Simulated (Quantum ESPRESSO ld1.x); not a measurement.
Valence configurations of Hg I. All-electron calculation, scalar-relativistic Kohn-Sham, LDA (Slater exchange, Perdew-Wang correlation), spin-polarised, spherical densities, point nucleus; open shells are filled with parallel spins first. Program: ld1.x of Quantum ESPRESSO 7.5. Energies are relative to [Hg]; eigenvalues in eV for spin up.

| valence | E (eV) | moment (Bohr magnetons) | e(4f) | e(5d) | e(6p) | e(6s) |
|---|---|---|---|---|---|---|
| [Hg] | 0.000 | 0 | -96.325 | -10.069 | - | -7.128 |
| [Xe] 4f14 5d9.5 6s2 6p0.5 | 4.728 | 1 | -99.162 | -12.459 | -2.083 | -8.540 |
| [Xe] 4f14 5d10 6s1 6p1 | 5.682 | 2 | -98.372 | -12.207 | -2.581 | -9.020 |
| [Xe] 4f14 5d9 6s2 6p1 | 10.050 | 2 | -101.91 | -14.719 | -2.802 | -9.795 |
| [Xe] 4f14 5d9.5 6p2.5 | 17.722 | 3 | -102.72 | -15.916 | -3.951 | - |
| [Xe] 4f14 5d8 6s2 6p2 | 22.443 | 4 | -107.33 | -19.059 | -4.054 | -12.051 |
| [Xe] 4f13.5 5d10 6s2 6p0.5 | 49.483 | 1 | -105.42 | -12.953 | -2.061 | -8.527 |
| [Xe] 4f13 5d10 6s2 6p1 | 102.85 | 2 | -114.65 | -15.820 | -2.776 | -9.812 |
| [Xe] 4f13 5d9.5 6s2 6p1.5 | 109.57 | 3 | -117.47 | -18.108 | -3.436 | -11.005 |
| [Xe] 4f12 5d10 6s2 6p2 | 221.63 | 4 | -133.57 | -21.633 | -4.051 | -12.198 |

NIST lists [Hg] as the ground configuration; this level of theory agrees among the configurations tried. The energies are those of spherical high-spin densities, not of single terms.
